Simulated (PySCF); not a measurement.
C₃H₈O₃Si.
Numbering: `[CH3:1][O:2][SiH2:3][O:4][CH2:5][CH:6]=[O:7]` (hydrogens: H8, H9, H10 on C1; H11, H12 on Si3; H13, H14 on C5; H15 on C6)

The same species was optimised twice, with GFN2-xTB and with PBE0-D3(BJ)/def2-SVP (PySCF), and the same property calculations (PySCF, gas phase) were run on both structures.

```
      coordinate  GFN2-xTB  PBE0-D3(BJ)/def2-SVP  change
      Si3–O4 (Å)     1.618                 1.657  +0.039
      O2–Si3 (Å)     1.622                 1.654  +0.032
       C5–C6 (Å)     1.505                 1.511  +0.006
       O4–C5 (Å)     1.392                 1.397  +0.005
       C1–O2 (Å)     1.396                 1.399  +0.003
       C6=O7 (Å)     1.197                 1.199  +0.002
   Si3–O4–C5 (°)     128.8                 124.2    -4.6
   C1–O2–Si3 (°)     129.2                 127.5    -1.7
    C5–C6–O7 (°)     125.1                 123.6    -1.5
   O2–Si3–O4 (°)     106.0                 107.5    +1.5
    O4–C5–C6 (°)     110.4                 109.4    -1.0
C1–O2–Si3–O4 (°)       177                  -153     +30
O2–Si3–O4–C5 (°)        46                    55      +9
Si3–O4–C5–C6 (°)      -168                  -177      -9
 O4–C5–C6–O7 (°)      -177                  -174      +3
```

Rotational constants: A = 6046, B = 869.6, C = 787.9 MHz (GFN2-xTB) against A = 5773, B = 866.5, C = 782.8 MHz (PBE0-D3(BJ)/def2-SVP). Point groups within 0.08 Å: C1 and C1.

On the GFN2-xTB structure: HOMO (eV) -7.49 [PBE0/pcSseg-1]; LUMO (eV) -0.76 [PBE0/pcSseg-1]; dipole (D) 3.93 [PBE0/pcSseg-1]; GIAO shielding of C1 (ppm) 135.8 [PBE0/pcSseg-1]; GIAO shielding of O2 (ppm) 322.3 [PBE0/pcSseg-1]; GIAO shielding of Si3 (ppm) 382.1 [PBE0/pcSseg-1]; GIAO shielding of O4 (ppm) 303.3 [PBE0/pcSseg-1]; GIAO shielding of C5 (ppm) 116.3 [PBE0/pcSseg-1]; GIAO shielding of C6 (ppm) -26.2 [PBE0/pcSseg-1]; GIAO shielding of O7 (ppm) -364.4 [PBE0/pcSseg-1].

Problem. What do these properties become on the PBE0-D3(BJ)/def2-SVP structure?

Solution. 
| property | level | on GFN2-xTB | on PBE0-D3(BJ)/def2-SVP | change |
| --- | --- | --- | --- | --- |
| HOMO (eV) | PBE0/pcSseg-1 | -7.49 | -7.54 | -0.05 |
| LUMO (eV) | PBE0/pcSseg-1 | -0.76 | -0.81 | -0.05 |
| dipole (D) | PBE0/pcSseg-1 | 3.93 | 3.68 | -0.25 |
| energy, GFN2-xTB geometry as zero (kcal/mol) | PBE0/pcSseg-1 | 0.0 | -2.2 | -2.2 |
| GIAO shielding of C1 (ppm) | PBE0/pcSseg-1 | 135.8 | 132.1 | -3.7 |
| GIAO shielding of O2 (ppm) | PBE0/pcSseg-1 | 322.3 | 313.7 | -8.6 |
| GIAO shielding of Si3 (ppm) | PBE0/pcSseg-1 | 382.1 | 373.9 | -8.2 |
| GIAO shielding of O4 (ppm) | PBE0/pcSseg-1 | 303.3 | 292.8 | -10.5 |
| GIAO shielding of C5 (ppm) | PBE0/pcSseg-1 | 116.3 | 113.7 | -2.6 |
| GIAO shielding of C6 (ppm) | PBE0/pcSseg-1 | -26.2 | -26.4 | -0.2 |
| GIAO shielding of O7 (ppm) | PBE0/pcSseg-1 | -364.4 | -365.5 | -1.1 |

The heavy atoms differ by 0.154 Å rms after alignment. Among the bonds compared Si3–O4 changes most (+0.039 Å). Changes are differences of the printed values. Neither structure is proved a minimum here.

Conformer computed: `[CH3:1][O:2][SiH2:3][O:4][CH2:5][CH:6]=[O:7]`: C1–O2–Si3–O4 -153°, O2–Si3–O4–C5 55°, Si3–O4–C5–C6 -177°, O4–C5–C6–O7 -174°.
